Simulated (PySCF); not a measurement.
System: sum formula HBO₂I, net charge -1, singlet state. It need not be the lowest isomer of its formula. Whether it binds its extra electron was not tested at this geometry. 
Structure (B3LYP-D3(BJ)/def2-TZVP (Ansatz) minimum search):
```xyz
5

O     -1.0117     2.2647    -0.3537
B     -1.2132     1.0472    -0.1477
O     -2.3146     0.2064     0.0151
I      0.6749    -0.4864     0.0662
H     -3.0937     0.7722    -0.0621
```
Charge -1, spin multiplicity 1.

Dispersion corrections to the total energy (kcal/mol) from the dftd3 and dftd4 libraries through PySCF: D3(BJ) without and D4 with the three-body term, each with the damping fitted for the functional named.

| functional | D3(BJ) | D4 |
|---|---|---|
| LC-wPBE | -2.19 | (withheld) |
| BLYP | -4.82 | -6.01 |
| HSE06 | (withheld) | -2.15 |
| TPSS | -2.76 | -3.68 |
| BHLYP | (withheld) | -3.67 |
| BP86 | -3.83 | -3.76 |
| B3LYP | -3.99 | -4.48 |

Question: Some entries are withheld; supply them.

Answer: 
- LC-wPBE, D4: -3.07
- HSE06, D3(BJ): -1.58
- BHLYP, D3(BJ): -3.35
